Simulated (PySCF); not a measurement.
Excitations are Tamm–Dancoff values on a coarser integration grid. The basis has no diffuse functions, so Rydberg states are missing or too high.

Cartesian coordinates (Å):
```xyz
7

S     -0.2580     2.6764    -0.0803
In     0.1277     0.3377     0.0065
S     -1.7122    -1.1576    -0.1707
S      2.3610    -0.4219     0.2741
H     -1.5847     2.5447    -0.2197
H     -0.9591    -2.2605    -0.0624
H      2.0253    -1.7188     0.2525
```
Charge 0, spin multiplicity 1.

**Question.** What is the computed LUMO, HOMO, S1–T1 gap (TDA), total energy, S1 excitation (TDA), T1 excitation (TDA), dipole moment and HOMO–LUMO gap (PBE-D3(BJ)/def2-TZVP // CAM-B3LYP-D3(BJ)/def2-TZVP in PySCF)?

**Answer.** 
The LUMO is -2.57 eV, the HOMO is -6.39 eV and the S1–T1 gap (TDA) comes out as 0.26 eV. The total energy is -37719.20 eV and the S1 excitation (TDA) is 3.93 eV. The T1 excitation (TDA) is 3.67 eV, the dipole moment is 1.36 D and the HOMO–LUMO gap is 3.82 eV.
